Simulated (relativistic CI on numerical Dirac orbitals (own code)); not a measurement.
## Co4+ in a cubic cluster: L2,3 absorption with charge transfer

Computed with a charge-transfer multiplet model of a cubic metal-ligand cluster with up to 2 ligand holes, Slater and spin-orbit integrals from Dirac-Coulomb-Breit ions, Slater integrals scaled by 0.8. The ground state mixes d5 with configurations of k ligand holes L, whose averages lie at kΔ + k(k − 1)U_dd/2; a core hole lowers each added d electron by U_cd. 300 K, Lorentzian 0.4 eV and Gaussian 0.3 eV FWHM.

Atomic integrals in eV (Slater integrals scaled, ζ unscaled), ground: F2dd 10.866, F4dd 6.824, zeta_d 0.080; with the core hole: F2dd 11.456, F4dd 7.196, zeta_d 0.102, zeta_core 9.658, F2cd 6.863, G1cd 5.283, G3cd 3.006.

Cluster parameters (eV): U_dd = 6.6, U_cd = 8.3, 10Dq = 1.25, 10Dq(ligand) = 0.6, V(eg) = 1.6, V(t2g) = -0.8, final-state hopping factor = 1.

```
       Case   n_d    d5   d6L  d7L2     S
Δ = -1.8 eV  5.55  0.49  0.47  0.04  2.49
Δ = -0.8 eV  5.42  0.60  0.37  0.03  2.50
 Δ = 1.2 eV  5.24  0.77  0.22  0.01  2.50
```

Weights, n_d and S are thermal averages at 300 K. Photon energies count from the first peak over 30 % of the highest in each spectrum, which can be another peak from case to case. The parameters are a model scan and need not match a compound or its usual spin state. Peaks in eV (height, largest 100):
- Δ = -1.8 eV: 0.0 (30), 2.2 (100), 3.6 (40), 5.5 (20), 6.8 (23), 15.7 (21), 17.5 (26), 19.9 (7), 21.8 (5)
- Δ = -0.8 eV: 0.0 (31), 2.1 (100), 5.5 (19), 6.4 (21), 15.7 (19), 17.5 (24), 20.0 (6), 21.5 (5)
- Δ = 1.2 eV: -1.9 (28), 0.0 (100), 3.9 (14), 4.4 (13), 13.7 (16), 15.5 (22), 16.5 (15)

For the case Δ = -0.8 eV, Δ = -0.8 eV is smaller than U_dd = 6.6 eV, the charge-transfer side of the Zaanen-Sawatzky-Allen scheme (negative Δ: between configuration averages a ligand hole costs less than the nominal valence; multiplet and field energies can change this for the lowest states). With the core hole the configuration with one ligand hole lies at Δ + U_dd − U_cd = -3.5, -2.5, -0.5 eV from the one without, in the order of the table; where this is negative the screened configuration lies lower, though the effective hopping of about 2.5 eV (from the holes of the mixed ground state) mixes the two strongly wherever it is as large as the gap.
